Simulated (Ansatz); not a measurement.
Ansatz (an electronic-structure program) input (wB97M-V/def2-TZVPD):

Ansatz 0.2 input:
```yaml
crystal:
  periodic: [false, false, false]
  atoms:
    - {symbol: Ir, position_ang: [0.03565115, -0.02818714, -0.04123906]}
    - {symbol: O, position_ang: [-1.26284412, -1.19742292, 0.01972013]}
    - {symbol: O, position_ang: [-0.24483861, 1.45935848, -0.91614009]}
    - {symbol: O, position_ang: [1.16454044, 0.00936563, 1.29334592]}
basis:
  gaussian:
    orbitals: def2-TZVPD
hamiltonian:
  xc: {name: wB97M-V}
total_charge: 1
magnetization: {spin_polarized: true, initial_magnetization: 2}
```

End of the output:

```
integrals: 0.10 GiB planned
947 factors; their error is unknown
integrals: 0.14 GiB planned
236 factors; integrals over basis functions are off by at most 2.9e-5 eV
mean field: 1.24 GiB planned
mean field evaluation 1: about -8941.4571 eV, gradient 8.4e1 eV
mean field evaluation 2: about -8842.6832 eV, gradient 1.8e2 eV
mean field evaluation 4: about -8961.9668 eV, gradient 2.5e1 eV
mean field evaluation 8: about -8964.2827 eV, gradient 5.7e-1 eV
mean field evaluation 16: about -8964.3592 eV, gradient 1.2e-1 eV
mean field evaluation 32: about -8964.3603 eV, gradient 1.2e-3 eV
mean field evaluation 64: about -8960.8053 eV, gradient 1.3e1 eV
mean field evaluation 96: about -8960.8053 eV, gradient 1.3e1 eV
mean field -8964.58820366 eV, -329.4425400685 hartree, gradient 1.8e-5 eV, S^2 2.461525; 16 other end points of the search recorded, 0 dependent functions left out
reference -8964.58827671 eV, -329.4425427527 hartree; 21, 19 occupied and 142, 144 virtual orbitals, 947 factors
Total energy: -8964.58827671 eV, -329.4425427527 hartree
```

This state (charge 1, triplet) is run at the relaxed geometry of the species with charge 0 and multiplicity 4.

The determinant is spin-contaminated: <S^2> is 2.46 against 2.00 for a pure state.
